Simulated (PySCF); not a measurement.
All values below come from PySCF with B3LYP-D3(BJ)/def2-TZVP // r2SCAN-D4/def2-SVP. All species are isolated molecules in the gas phase. B3LYP has the VWN-RPA correlation part, as in Gaussian. 

Reference species: [Ag(NH3)(Cl)] (neutral, multiplicity 1).

```
Item                   Result
-------------------  --------
HOMO                 -6.50 eV
coordination number         2
```

Changed species: [Ag(NH3)(CH3)] (L = NH3, X = CH3; the reference has L = NH3, X = Cl).

Problem. Give the shifts of the HOMO and coordination number.

Solution. the HOMO rises by 1.13 eV, to -5.37 eV; the coordination number stays essentially unchanged.
